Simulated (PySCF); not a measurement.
C₃H₆O₃, charge +1, multiplicity 2. Atoms are numbered in the order given.

```xyz
12

C      2.4384     0.0000    -0.0351
O      1.0930     0.0000    -0.6486
C      0.0000     0.0000     0.0059
O      0.0000     0.0000     1.2863
O     -1.0930     0.0000    -0.6486
C     -2.4384     0.0000    -0.0351
H      2.5530     0.9114     0.5651
H      3.1155     0.0000    -0.8940
H      2.5530    -0.9114     0.5651
H     -3.1155     0.0000    -0.8940
H     -2.5530    -0.9114     0.5651
H     -2.5530     0.9114     0.5651
```
Charge +1, spin multiplicity 2.

The structure is a stationary point at B3LYP-D3(BJ)/def2-SVP. The spin state was assumed, not searched.

Computed with PBE/def2-TZVP run with PySCF.

The molecule is in vacuum.

Computed frontier levels, dipole moment and polarisability:
```yaml
"α spin, highest occupied and lowest empty level": -13.74 and -7.05 eV
"β spin, highest occupied and lowest empty level": -13.69 and -13.34 eV
dipole_moment_about_the_centre_of_nuclear_charge: 0.38 D
mean_static_polarisability: 53.4 bohr³ (7.91 Å³)
polarisability_principal_values: 33.7, 45.7, 80.8 bohr³
"⟨S²⟩": 0.753 (pure state 0.75)
```
